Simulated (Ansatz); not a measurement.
C4H4F6O (`FCC(F)(F)OCC(F)(F)F`), relaxed with RKS PBE0-D4/def2-TZVP in Ansatz 0.2.0 from a PBE-D4/def2-SVP geometry. The force threshold is 0.005 eV/Å; the program also tests the step.

The species carries charge 0 and has multiplicity 1.

Start:

```xyz
15

F    -2.546    0.871    2.158
C    -1.774   -0.105    1.585
C    -0.581    0.527    0.875
F    -0.996    1.414   -0.080
F     0.176    1.265    1.751
O     0.164   -0.486    0.328
C     1.300   -0.089   -0.433
C     1.115   -0.484   -1.894
F     0.062    0.139   -2.457
F     0.931   -1.814   -2.024
F     2.229   -0.142   -2.584
H    -2.363   -0.678    0.836
H    -1.390   -0.803    2.361
H     1.479    1.003   -0.377
H     2.194   -0.618   -0.044
```

Q: How much energy does the relaxation release, and in how many steps? (An estimate is asked.)

A: The calculation gave: 2.03 kcal/mol, in 39 steps, 8 of them rejected.

Q: Which bonds change most? (An estimate is asked.)

A: The calculation gave: C2–H12 from 1.111 to 1.092 Å; C2–H13 from 1.111 to 1.092 Å; C3–F5 from 1.373 to 1.354 Å; C8–F11 from 1.354 to 1.337 Å.

Q: Give the relaxed structure. (An estimate is asked.)

A: Computed: 
```xyz
15

F    -2.239    0.621    2.639
C    -1.822   -0.076    1.543
C    -0.532    0.521    1.020
F    -0.700    1.827    0.702
F     0.429    0.503    1.974
O    -0.154   -0.198   -0.064
C     1.042    0.215   -0.692
C     1.268   -0.701   -1.872
F     0.273   -0.632   -2.755
F     1.394   -1.974   -1.498
F     2.397   -0.338   -2.492
H    -2.579   -0.017    0.758
H    -1.640   -1.118    1.816
H     0.965    1.240   -1.062
H     1.897    0.127   -0.019
```
